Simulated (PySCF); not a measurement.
C₃H₇BN₂, SMILES B1(N)NCC1=C.

Coordinates come from a PBE-D3(BJ)/def2-SVP optimisation. The structure was generated by enumeration, and PubChem lists no compound with its InChIKey, so it may never have been made. One conformer was computed; it need not be the lowest.

Calculation: TDA-PBE/def2-SVPD (PySCF).

Vertical excitations. Isolated molecule, no solvent. State labels are in the subgroup Cs.

Computed lowest excited states:
```
state  symmetry  energy (eV)  λ (nm)      f                          main pairs
-----  --------  -----------  ------  -----  ----------------------------------
S1           A'         4.70     264  0.023                      HOMO→LUMO 95 %
S2           A"         5.13     242  0.002                   HOMO→LUMO+1 100 %
S3           A"         5.77     215  0.000                  HOMO−1→LUMO+1 99 %
S4           A"         5.88     211  0.000                    HOMO−2→LUMO 97 %
S5           A"         5.98     207  0.000                    HOMO→LUMO+2 94 %
S6           A"         6.06     205  0.005                    HOMO→LUMO+3 95 %
S7           A'         6.24     199  0.134  HOMO−3→LUMO 78 %, HOMO−1→LUMO 18 %
S8           A'         6.53     190  0.084                  HOMO−2→LUMO+1 94 %
S9           A"         6.60     188  0.004                  HOMO−1→LUMO+2 98 %
S10          A"         6.70     185  0.017                  HOMO−1→LUMO+3 97 %
T1           A'         3.97     312      0                    HOMO−1→LUMO 87 %
T2           A'         4.01     309      0                      HOMO→LUMO 88 %
T3           A"         5.02     247      0                   HOMO→LUMO+1 100 %
T4           A"         5.28     235      0                   HOMO−2→LUMO 100 %
```
Triplets are in the Tamm–Dancoff approximation.
